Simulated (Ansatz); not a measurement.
**Match the barriers**

Saddle point of GeH₅SBr, closed shell (GeH₃Br ([GeH3][Br]) + H₂S → GeH₄S ([SH][GeH3]) + HBr; bonds formed: Ge1–S7, Br2–H6; bonds broken: Ge1–Br2, H6–S7), PBE0-D4/def2-TZVP structure:

Ge1  (-0.324, 0.055, -0.915)
Br2  (1.937, 1.221, 0.122)
H3  (0.583, -0.684, -1.894)
H4  (-0.716, 1.515, -1.152)
H5  (-1.685, -0.706, -0.905)
H6  (1.082, -0.220, 1.432)
S7  (-0.043, -1.043, 1.353)
H8  (-0.834, -0.139, 1.957)
(Å)

Program: Ansatz 0.2.0. Basis: def2-TZVPP, with def2-QZVPP for the basis limit. Cores are frozen in the correlated methods. Filled d shells of the heavier atoms are correlated. The def2 sets are not built for correlating such inner shells, so the correlated values are less sure here. Extrapolation: Hartree–Fock as exp(−7.88 √X), correlation as X^−2.97. Four methods, as single points on the PBE0-D4 structures, gave these electronic barriers from the start structure: 22.39, 30.14, 36.13, 46.44 kcal/mol.

Task: The methods were, in alphabetical order, HF, MP2, r2SCAN-D4, SPW92. Which gave which? (Judge from chemistry; the calculation decides.)

Result: Computed: SPW92 22.39; r2SCAN-D4 30.14; MP2 36.13; HF 46.44 kcal/mol. For comparison, CCSD(T) at an estimated basis limit (MP2 extrapolated from triple and quadruple zeta, plus CCSD(T) − MP2 in triple zeta) gives 35.90 kcal/mol.

T1 diagnostic: at most 0.012.

Exchanges of this kind with a chalcogen hydride build sulfide and selenide films.

Labels in which every atom is bracketed show which atoms are joined, not bond orders.

For scale, one of the runs: CCSD(T)/def2-TZVPP, 208 basis functions (an equivalent command: `ansatz run in.yaml --threads 4`). Hardware: 4 CPU threads, shared host. Wall time 2.1 min; peak host memory 2.8 GiB.
